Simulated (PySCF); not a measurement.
# Correlation energy of N⁺ (nitrogen, charge +1)

[He] 2s2 2p2, high-spin 3P determinant. All numbers are calculated (PySCF 2.14, the non-relativistic Hamiltonian (point nucleus), in 6-31G*). Frozen: 1s2; 4 electrons correlated.

MP2 pair energies summed by pair of shells (mhartree):

```
 pair  energy  share (%)
2s-2p  -31.22       58.5
2s-2s  -17.09       32.0
2p-2p   -5.06        9.5
```

Total MP2 correlation energy: -53.37 mhartree.

Same-spin part -8.44 and opposite-spin part -44.92 mhartree; SCS-MP2 scales them by 1/3 and 6/5 to -56.72 mhartree.

| level | correlation energy (mhartree) |
| --- | --- |
| CCSD | -75.29 |
| (T) | -0.75 |
| CCSD(T) | -76.04 |

Diagnostics: T1 = 0.0057, D1 = 0.0105, largest double amplitude 0.124.

Problem. Is a single reference adequate?

Solution. Mostly. T1 lies below 0.03, but a double amplitude of this size points to a near-degeneracy that CCSD handles and MP2 describes poorly.
